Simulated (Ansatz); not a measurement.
Ansatz (a program for electronic structure) input:

Ansatz 0.2 input:
```yaml
crystal:
  periodic: [false, false, false]
  atoms:
    - {symbol: Sb, position_ang: [0.01053139, 0.00269813, 0.58266342]}
    - {symbol: Cl, position_ang: [0.93192439, -1.47042764, -0.88433446]}
    - {symbol: Cl, position_ang: [-0.96351856, 1.46233327, -0.86365582]}
basis:
  gaussian:
    orbitals: STO-3G
total_charge: 1
magnetization: {spin_polarized: false}
correlation: {method: ccsd_t, electrons: outside_noble_gas}
```

Problem. Predict the final energy.

Solution. -7160.42863 Eh (CCSD(T)/STO-3G). The basis has 45 functions.
